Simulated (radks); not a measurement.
Results of a calculation; reference values are marked as such.
The molybdenum ion Mo2+ inside a hard spherical wall (all orbitals vanish at R), configuration held at [Kr] 4d4 and not refilled when levels cross. Level of theory: scalar-relativistic Kohn-Sham, LDA (Slater exchange, Perdew-Wang correlation), spin-unpolarised, spherical densities, point nucleus (a radial shooting solver on a logarithmic mesh with Libxc functionals). Eigenvalues in eV, with the zero of energy where the potential of the charges vanishes at infinity; a dash marks a level that is unbound or too diffuse for the functional's potential to be trusted. A positive occupied level is held by the wall or, in an anion where self-interaction has pushed it up, behind a barrier. The pressure on the wall is -dE/dV.

| R (bohr) | E (hartree) | kinetic (hartree) | e(3d) | e(4s) | e(4p) | e(4d) | e(5s, empty) | e(5p, empty) | pressure (GPa) |
|---|---|---|---|---|---|---|---|---|---|
| free | -4043.57853 | 4168.113 | -239.99 | -82.874 | -56.899 | -21.057 | -17.998 | -12.819 | 0 |
| 15 | -4043.57853 | 4168.113 | -239.99 | -82.874 | -56.899 | -21.057 | -17.998 | -12.819 | < 0.0001 |
| 10 | -4043.57853 | 4168.113 | -239.99 | -82.874 | -56.899 | -21.057 | -17.998 | -12.816 | < 0.0001 |
| 8 | -4043.57851 | 4168.114 | -239.98 | -82.872 | -56.897 | -21.055 | -17.990 | -12.766 | 0.00203 |
| 5 | -4043.56696 | 4168.211 | -239.51 | -82.457 | -56.501 | -20.657 | -16.792 | -10.309 | 2.09 |
| 3.5 | -4043.37161 | 4169.324 | -235.79 | -79.478 | -53.661 | -17.238 | -7.031 | 3.470 | 78.5 |
| 3 | -4042.99919 | 4171.234 | -231.36 | -76.196 | -50.403 | -12.886 | 5.487 | 19.098 | 324 |
| 2.5 | -4041.77500 | 4177.103 | -221.25 | -68.941 | -42.738 | -2.559 | 34.989 | 53.333 | 1620 |
| 2 | -4037.11454 | 4196.618 | -196.97 | -49.879 | -21.471 | 24.775 | 111.51 | 136.43 | 10200 |
| 1.5 | -4016.27087 | 4267.611 | -138.23 | 15.136 | 50.908 | 109.36 | 339.44 | 370.88 | 87700 |
